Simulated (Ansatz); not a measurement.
Species: C₂H₆Al, SMILES `[CH3][Al][CH3]` (charge 0, multiplicity 2), formula C₂H₆Al.

### Question
How many basis functions does frozen-core CCSD(T)/cc-pVTZ // r2SCAN-D4/def2-TZVP run with Ansatz (a first-principles code) use, how many core orbitals are frozen, and how many electrons are correlated?

### Answer
178 basis functions and 7 frozen orbitals, which leaves 17 correlated electrons. Core time is of the order of minutes.
